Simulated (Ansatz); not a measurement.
PBE exchange is replaced step by step with exact exchange (0 % is PBE, 25 % PBE0; no dispersion term), basis def2-TZVPD, Ansatz. System: the cluster B₄⁻. The state is a doublet with charge -1. Geometry: r2SCAN-D4/def2-TZVPD.

Geometry of the doublet:

```xyz
4

B     0.8671    0.1893    0.0328
B     0.2512   -1.3089    0.1335
B    -0.8743   -0.1521   -0.0375
B    -0.2441    1.2716   -0.1289
```

At PBE-D4/def2-TZVPD, PBE with 5 % exact exchange/def2-TZVPD, PBE with 10 % exact exchange/def2-TZVPD, PBE with 15 % exact exchange/def2-TZVPD and others the charge -1 doublet is spin-contaminated (final ⟨S²⟩ up to 1.37, 0.75 for a pure state). At PBE-D4/def2-TZVPD, PBE with 5 % exact exchange/def2-TZVPD, PBE with 10 % exact exchange/def2-TZVPD, PBE with 15 % exact exchange/def2-TZVPD the highest occupied level of the charge -1 doublet lies above zero (up to 0.71 eV). Its loss leaves the charge 0 singlet, which lies 1.96 eV higher (vertical, at PBE-D4/def2-TZVPD), but this difference is unsure: the singlet is doubtful (geometry relaxed on an unsound state). The geometry of the doublet was relaxed on an unsound state (⟨S²⟩ 1.27, where a pure state has 0.75). The structure comes from a short search, and lower isomers may exist.

HOMO and LUMO are taken over both spins.

```tsv
exact exchange (%)	HOMO (eV)	LUMO (eV)	gap (eV)	⟨S²⟩
0	0.71	1.47	0.75	0.984
5	0.52	1.63	1.12	1.031
10	0.32	1.80	1.48	1.078
15	0.12	1.97	1.85	1.122
25	-0.28	2.30	2.58	1.205
35	-0.68	2.62	3.30	1.276
50	-1.28	3.08	4.36	1.365
```
